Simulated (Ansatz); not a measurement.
Relaxation of CH6AlFGeO (11 atoms, charge 0, multiplicity 1), to a largest force component of 0.02 eV/Å in at most 50 steps.

Computed with RKS PBE-D4/def2-SVP in Ansatz.

```xyz
11
Properties=species:S:1:pos:R:3
C -0.698 0.644 1.844
O 0.344 0.250 1.069
Ge -0.308 -0.248 -0.557
F -1.166 -1.697 -0.382
Al 1.612 -0.703 -2.043
H -1.233 1.591 1.365
H -0.352 1.000 2.836
H -1.444 -0.114 1.979
H -1.137 0.899 -1.114
H 1.782 0.143 -3.352
H 2.664 -1.824 -1.624
```

**Question.** Where does it end, and by what steps?

**Answer.** It converged. The force dipped under the threshold on the way, but the program's further checks kept it going. After 14 steps the energy has fallen by 0.539 eV; H8 moved furthest, 0.43 Å.

```
step  energy less start (eV)  largest force component (eV/Å)  accepted
   0                  0.0000                           3.394       yes
   1                 -0.4279                           1.207       yes
   2                 -0.4917                           0.483       yes
   3                 -0.5164                           0.317       yes
   4                 -0.5287                           0.135       yes
   5                 -0.5314                           0.229       yes
   6                 -0.5334                           0.224       yes
   7                 -0.5372                           0.065       yes
   8                 -0.5380                           0.015       yes
   9                 -0.5371                           0.093        no
  10                 -0.5384                           0.023       yes
  11                 -0.5385                           0.021       yes
  12                 -0.5386                           0.018       yes
  13                 -0.5387                           0.019       yes
  14                 -0.5388                           0.017       yes
```

```xyz
11
Properties=species:S:1:pos:R:3
C -0.642 0.677 1.875
O 0.218 0.224 0.844
Ge -0.434 -0.195 -0.786
F -1.380 -1.691 -0.607
Al 1.697 -0.685 -1.991
H -1.378 1.438 1.518
H -0.025 1.147 2.669
H -1.214 -0.161 2.333
H -1.519 0.876 -1.145
H 2.134 0.181 -3.266
H 2.607 -1.869 -1.423
```

Run time: 39 s on 2 threads of Arm Neoverse V2, on a shared host, peak memory 0.18 GiB.
